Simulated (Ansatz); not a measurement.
Cost and result up the ladder for SiMeCl3 (CH₃Cl₃Si) (8 atoms). The state is a singlet with charge 0. Geometry: PBE0-D4/def2-SVP.

| atom | x (Å) | y (Å) | z (Å) |
| --- | --- | --- | --- |
| Si1 | 0.157 | 0.110 | -0.770 |
| C2 | -0.209 | -0.146 | 1.022 |
| H3 | 0.673 | -0.564 | 1.531 |
| H4 | -1.052 | -0.843 | 1.139 |
| H5 | -0.471 | 0.814 | 1.493 |
| Cl6 | -1.479 | 0.883 | -1.739 |
| Cl7 | 0.656 | -1.669 | -1.667 |
| Cl8 | 1.724 | 1.414 | -1.010 |

Ansatz on 2 threads of Intel Xeon Platinum 8488C on a shared host. Times are rough, and most runs start from the orbitals of an earlier one. PBE0-D4/def2-TZVP serves as the yardstick here, not as an exact answer. Differences are given only for rows in sets of like size (and for xTB, whose basis is part of the method), since another set adds its own error. Binding counts from free atoms at the same level (Si triplet, C triplet, H doublet, Cl doublet; other spins of the atoms weren't run), without zero-point energy or a counterpoise term.

LC-ωPBE has ω = 0.4 bohr⁻¹. HSE06 is defined as in plane-wave codes, on full-range PBE exchange.

```json
{"level": "HF/STO-3G", "functions": "44", "wall time": "0.3 s"}
{"level": "PBE-D4/def2-SVP", "functions": "101", "wall time": "1.9 s"}
{"level": "LDA (SPW92)/def2-TZVP", "functions": "197", "wall time": "2.2 s"}
{"level": "revPBE-D4/def2-TZVP", "functions": "197", "wall time": "2.7 s"}
{"level": "BLYP-D4/def2-TZVP", "functions": "197", "wall time": "2.7 s"}
{"level": "HF/def2-TZVP", "functions": "197", "wall time": "3.3 s"}
{"level": "PBE-D4/def2-TZVP", "functions": "197", "wall time": "3.4 s"}
{"level": "HSE06-D4/def2-TZVP", "functions": "197", "wall time": "4.8 s"}
{"level": "BHLYP-D4/def2-TZVP", "functions": "197", "wall time": "4.8 s"}
{"level": "r2SCAN-D4/def2-TZVP", "functions": "197", "wall time": "6 s"}
{"level": "LC-ωPBE/def2-TZVP (with forces)", "functions": "197", "wall time": "6 s"}
{"level": "r2SCAN-D4/def2-TZVPD", "functions": "245", "wall time": "7 s"}
{"level": "r2SCANh-D4/def2-TZVP", "functions": "197", "wall time": "7 s"}
{"level": "PBE0-D4/def2-TZVP (with forces)", "functions": "197", "wall time": "9 s"}
```

(1) Estimate what each level gives for the binding energy per atom (eV).

Results:

(1) 
| level | binding energy per atom (eV) | difference from PBE0-D4/def2-TZVP (eV) |
| --- | --- | --- |
| HF/STO-3G | 3.37 | – |
| PBE-D4/def2-SVP | 3.72 | – |
| LDA (SPW92)/def2-TZVP | 4.16 | 0.47 |
| revPBE-D4/def2-TZVP | 3.65 | -0.04 |
| BLYP-D4/def2-TZVP | 3.62 | -0.08 |
| HF/def2-TZVP | 2.79 | -0.91 |
| PBE-D4/def2-TZVP | 3.73 | 0.03 |
| HSE06-D4/def2-TZVP | 3.70 | 0.00 |
| BHLYP-D4/def2-TZVP | 3.58 | -0.12 |
| r2SCAN-D4/def2-TZVP | 3.71 | 0.01 |
| LC-ωPBE/def2-TZVP (with forces) | 3.65 | -0.05 |
| r2SCAN-D4/def2-TZVPD | 3.71 | 0.02 |
| r2SCANh-D4/def2-TZVP | 3.70 | 0.00 |
| PBE0-D4/def2-TZVP (with forces) | 3.70 | 0.00 |
